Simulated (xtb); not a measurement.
xtb input (GFN2-xTB):

```bash
xtb mol.xyz --gfn 2 --ohess tight --chrg 0 --uhf 0
```
mol.xyz:
```
4

F     -0.08234374     2.27730033    -0.02115436
Al    -0.05179143     0.70022962     0.00744628
Br    -1.92225903    -0.47002448     0.01331689
Br     1.93064194    -0.35787096     0.04427746
```

Output:

```
           -------------------------------------------------
          |                Calculation Setup                |
           -------------------------------------------------

           -------------------------------------------------
          |                 G F N 2 - x T B                 |
           -------------------------------------------------

        Reference                      10.1021/acs.jctc.8b01176
      * Hamiltonian:
        H0-scaling (s, p, d)           1.850000    2.230000    2.230000
        zeta-weighting                 0.500000
      * Dispersion:
        s8                             2.700000
        a1                             0.520000
        a2                             5.000000
        s9                             5.000000
      * Repulsion:
        kExp                           1.500000    1.000000
        rExp                           1.000000
      * Coulomb:
        alpha                          2.000000
        third order                    shell-resolved
        anisotropic                    true
        a3                             3.000000
        a5                             4.000000
        cn-shift                       1.200000
        cn-exp                         4.000000
        max-rad                        5.000000

          ...................................................
          :                      SETUP                      :
          :.................................................:
          :  # basis functions                  34          :
          :  # atomic orbitals                  31          :
          :  # shells                           11          :
          :  # electrons                        24          :
          :  max. iterations                   250          :
          :  Hamiltonian                  GFN2-xTB          :
          :  restarted?                      false          :
          :  GBSA solvation                  false          :
          :  PC potential                    false          :
          :  electronic temp.          300.0000000     K    :
          :  accuracy                    1.0000000          :
          :  -> integral cutoff          0.2500000E+02      :
          :  -> integral neglect         0.1000000E-07      :
          :  -> SCF convergence          0.1000000E-05 Eh   :
          :  -> wf. convergence          0.1000000E-03 e    :
          :  Broyden damping             0.4000000          :
          :  net charge                          0          :
          :  unpaired electrons                  0          :
          ...................................................

 iter      E             dE          RMSdq      gap      omega  full diag
   1    -14.1500163 -0.141500E+02  0.223E+01    5.45       0.0  T
   2    -14.2152245 -0.652082E-01  0.154E+01    4.21       1.0  T
   3    -14.2132529  0.197156E-02  0.551E+00    4.79       1.0  T
   4    -14.2333149 -0.200619E-01  0.217E+00    4.21       1.0  T
   5    -14.2293219  0.399300E-02  0.322E+00    4.65       1.0  T
   6    -14.2332057 -0.388386E-02  0.147E+00    4.17       1.0  T
[...]
 q only:       -1.319       0.043      -2.363      -0.044       0.099       3.682
  q+dip:       -9.599      -0.342       0.848      -0.155       0.178       8.751
   full:      -11.046      -0.336      -0.824      -0.195       0.270      11.871

           -------------------------------------------------
          |                Geometry Summary                 |
           -------------------------------------------------

      molecular mass/u    :      205.7869973
   center of mass at/Å    :       -0.0146160      -0.0152210       0.0217275
  moments of inertia/u·Å² :        0.1383839E+03   0.6182050E+03   0.7565889E+03
rotational constants/cm⁻¹ :        0.1218179E+00   0.2726868E-01   0.2228110E-01

 * 3 selected distances

     #   Z          #   Z                                           value/Å
     1   9 F        2  13 Al                                      1.6419152 (min)
     2  13 Al       3  35 Br                                      2.2358795
     2  13 Al       4  35 Br                                      2.2359102 (max)

 * 2 distinct bonds (by element types)

   Z      Z             #   av. dist./Å        max./Å        min./Å
   9 F   13 Al          1     1.6419152     1.6419152     1.6419152
  13 Al  35 Br          2     2.2358948     2.2359102     2.2358795

           -------------------------------------------------
          |               Frequency Printout                |
           -------------------------------------------------
 projected vibrational frequencies (cm⁻¹)
eigval :       -0.00    -0.00    -0.00    -0.00     0.00     0.00
eigval :       82.40   136.90   203.73   318.33   572.59   810.51
 reduced masses (amu)
   1: 75.96   2: 78.81   3: 63.79   4: 67.55   5: 23.37   6: 73.65   7: 61.82   8: 31.52
   9: 28.18  10: 53.56  11: 36.08  12: 23.06
 IR intensities (km·mol⁻¹)
   1:  0.10   2:  0.04   3:  0.03   4:  0.04   5:  0.29   6:  0.04   7: 10.77   8: 30.43
   9: 49.25  10:  2.58  11: 70.23  12:136.01
 Raman intensities (Ä⁴*amu⁻¹)
   1:  0.00   2:  0.00   3:  0.00   4:  0.00   5:  0.00   6:  0.00   7:  0.00   8:  0.00
   9:  0.00  10:  0.00  11:  0.00  12:  0.00
 output can be read by thermo (or use thermo option).
 writing <g98.out> molden fake output.
 recommended (thermochemical) frequency scaling factor: 1.0
           -------------------------------------------------
          |             Thermodynamic Functions             |
           -------------------------------------------------

c2v symmetry found (for desy threshold:  0.10E+00) used in thermo

          ...................................................
          :                      SETUP                      :
Note: The following floating-point exceptions are signalling: IEEE_DENORMAL
normal termination of xtb
          :.................................................:
          :  # frequencies                           6      :
          :  # imaginary freq.                       0      :
          :  linear?                             false      :
          :  only rotor calc.                    false      :
          :  symmetry                              c2v      :
          :  rotational number                       2      :
          :  scaling factor                  1.0000000      :
          :  rotor cutoff                   50.0000000 cm⁻¹ :
          :  imag. cutoff                  -20.0000000 cm⁻¹ :
          :.................................................:

    mode    ω/cm⁻¹     T·S(HO)/kcal·mol⁻¹    T·S(FR)/kcal·mol⁻¹   T·S(vib)
   ------------------------------------------------------------------------
       1     82.40    -1.14278 ( 88.06%)    -0.90844 ( 11.94%)    -1.11480
       2    136.90    -0.84874 ( 98.25%)    -0.75808 (  1.75%)    -0.84715
       3    203.73    -0.62586 ( 99.64%)    -0.64035 (  0.36%)    -0.62591
   ------------------------------------------------------------------------

   temp. (K)  partition function   enthalpy   heat capacity  entropy
                                   cal/mol     cal/K/mol   cal/K/mol   J/K/mol
 298.15  VIB   14.0                 1656.056      8.940     10.697
         ROT  0.307E+06              888.752      2.981     28.091
         INT  0.430E+07             2544.808     11.921     38.788
         TR   0.286E+28             1481.254      4.968     41.850
         TOT                        4026.0623    16.8891    80.6384   337.3910

       T/K    H(0)-H(T)+PV         H(T)/Eh          T*S/Eh         G(T)/Eh
   ------------------------------------------------------------------------
    298.15    0.641594E-02    0.112558E-01    0.383139E-01   -0.270581E-01
   ------------------------------------------------------------------------

         :::::::::::::::::::::::::::::::::::::::::::::::::::::
         ::                  THERMODYNAMIC                  ::
         :::::::::::::::::::::::::::::::::::::::::::::::::::::
         :: total free energy         -14.213586994291 Eh   ::
         ::.................................................::
         :: total energy              -14.186528912796 Eh   ::
         :: zero point energy           0.004839882401 Eh   ::
         :: G(RRHO) w/o ZPVE           -0.031897963896 Eh   ::
         :: G(RRHO) contrib.           -0.027058081495 Eh   ::
         :::::::::::::::::::::::::::::::::::::::::::::::::::::

optimized geometry written to: xtbopt.xyz

           -------------------------------------------------
          | TOTAL ENERGY              -14.186528912796 Eh   |
          | TOTAL ENTHALPY            -14.175273091730 Eh   |
          | TOTAL FREE ENERGY         -14.213586994291 Eh   |
          | GRADIENT NORM               0.000070989200 Eh/α |
          | HOMO-LUMO GAP               4.307774522401 eV   |
           -------------------------------------------------

------------------------------------------------------------------------
------------------------------------------------------------------------
 total:
 SCF:
 ANC optimizer:
 analytical hessian:
```
